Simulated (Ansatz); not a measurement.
```yaml
crystal:
  periodic: [false, false, false]
  atoms:
    - {symbol: N, position_ang: [2.205055, -1.940927, -0.461989]}
    - {symbol: C, position_ang: [1.351834, -1.189527, -0.283489]}
    - {symbol: Si, position_ang: [0.000271, -0.000639, -0.000180]}
    - {symbol: C, position_ang: [-1.095090, 0.032074, -1.456045]}
    - {symbol: N, position_ang: [-1.785963, 0.054963, -2.376165]}
    - {symbol: C, position_ang: [0.698512, 1.660441, 0.271281]}
    - {symbol: N, position_ang: [1.136257, 2.710822, 0.443129]}
    - {symbol: C, position_ang: [-0.954407, -0.504987, 1.467690]}
    - {symbol: N, position_ang: [-1.556470, -0.822230, 2.395767]}
basis:
  gaussian: {orbitals: aug-pcseg-2}
hamiltonian: {xc: {name: PBE-QIDH}}
scf: {lower_state_search: full}
```

```sh
$ ansatz run in.yaml --threads 2 --pin off --events-out ev --progress --plain --max-ram 32768MiB --backend cuda --devices 0, --max-vram 18GiB
```

Shortened log:

```
Functional definition: PBE-QIDH
2670 factors; integrals over basis functions are off by at most 9.4e-4 eV
mean field evaluation 1: about -17943.0917 eV, gradient 6.3e1 eV
mean field evaluation 2: about -17944.5718 eV, gradient 6.2e1 eV
mean field evaluation 4: about -17952.5658 eV, gradient 1.0e1 eV
mean field evaluation 8: about -17952.8591 eV, gradient 6.4e-1 eV
mean field evaluation 16: about -17952.8601 eV, gradient 4.3e-5 eV
mean field -17952.86014862 eV, -659.7554415763 hartree, gradient 9.5e-6 eV, S^2 0.000000; 0 other end points of the search recorded, 0 dependent functions left out
13 core orbitals not correlated: weight in the atoms' cores, before any rotation towards them, 1.000 or more for the frozen orbitals, at most 0.000 for the correlated occupied ones
reference -17952.86017141 eV, -659.7554424136 hartree; 20, 20 occupied and 385, 385 virtual orbitals, 2670 factors
second order -44.53654309 eV of doubles, -0.00000000 eV of singles
Total energy: -17967.70568577 eV, -660.3010050037 hartree
```

It took 9.5 s on 2 threads of an AMD EPYC 7R13 on a shared host and a share of an NVIDIA H100 80 GB, with 2.5 GiB of host memory at the peak.
